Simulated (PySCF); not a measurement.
**One molecule, many inputs**

Molecule: SMILES CC(=O)O[SiH2]O[SiH3], C2H8O3Si2; geometry GFN2-xTB.

Molfile (atoms numbered from 1):
```
C2H8O3Si2
     RDKit          3D

 15 14  0  0  0  0  0  0  0  0999 V2000
   -3.0750    0.4600    0.0018 C   0  0  0  0  0  0  0  0  0  0  0  0
   -1.9679   -0.5526    0.1015 C   0  0  0  0  0  0  0  0  0  0  0  0
   -2.1266   -1.7335    0.2568 O   0  0  0  0  0  0  0  0  0  0  0  0
   -0.7661   -0.0030   -0.0002 O   0  0  0  0  0  0  0  0  0  0  0  0
    0.6221   -0.8985    0.0747 Si  0  0  0  0  0  4  0  0  0  0  0  0
    1.7282    0.2532   -0.1007 O   0  0  0  0  0  0  0  0  0  0  0  0
    3.2503    0.8054   -0.2114 Si  0  0  0  0  0  4  0  0  0  0  0  0
   -4.0385   -0.0321    0.0914 H   0  0  0  0  0  0  0  0  0  0  0  0
   -2.9568    1.1979    0.7920 H   0  0  0  0  0  0  0  0  0  0  0  0
   -3.0035    0.9754   -0.9533 H   0  0  0  0  0  0  0  0  0  0  0  0
    0.6799   -1.8109   -1.0557 H   0  0  0  0  0  0  0  0  0  0  0  0
    0.7468   -1.5030    1.3909 H   0  0  0  0  0  0  0  0  0  0  0  0
    3.8747    0.1512   -1.3596 H   0  0  0  0  0  0  0  0  0  0  0  0
    3.9374    0.4538    1.0297 H   0  0  0  0  0  0  0  0  0  0  0  0
    3.0906    2.2446   -0.3891 H   0  0  0  0  0  0  0  0  0  0  0  0
  1  2  1  0
  2  3  2  0
  2  4  1  0
  4  5  1  0
  5  6  1  0
  6  7  1  0
  1  8  1  0
  1  9  1  0
  1 10  1  0
  5 11  1  0
  5 12  1  0
  7 13  1  0
  7 14  1  0
  7 15  1  0
M  END
```

All runs: PySCF 2.14, non-relativistic, gas phase unless a solvent (IEF-PCM) is named; grid level 2, GIAOs and SCF threshold 1e-9 unless changed. The yardstick, PBE0/pcSseg-1, gives these isotropic shieldings σ (ppm, equivalent atoms averaged): C1 162.5, O3 -138.6, O6 309.5, Si5 385.0, Si7 391.5, H11/H12 26.54, H8/H9/H10 29.58.

Problem. What do these inputs give? (1) wB97X-D/MINI; max_cycle 8; (2) wB97X-D/pcSseg-0; guess vsap; conv 1e-07

Solution. 
| run | outcome | functions | wall time | C1 | O3 | O6 | Si5 | Si7 | H11/H12 | H8/H9/H10 |
| --- | --- | --- | --- | --- | --- | --- | --- | --- | --- | --- |
| 1 | not converged | 51 | 8.7 s | – | – | – | – | – | – | – |
| 2 | converged | 87 | 29 s | 168.8 | -170.1 | 360.9 | 400.2 | 421.9 | 27.62 | 30.83 |

Times are on shared hosts with different chips, so compare them loosely.

Problem. Comment on the technical settings and failures.

Solution. 
- Run 1: The SCF stopped after 8 cycles without meeting its threshold and the cycle limit at 8, so no response property followed.
- Run 2: The functional and orbital basis differ from the yardstick's, which in itself moves the values. The starting guess changes the path of the SCF (10 cycles), not the solution, provided the same state is reached.

Run 1 was set up unsoundly or failed; its numbers aren't to be quoted as properties of the molecule.
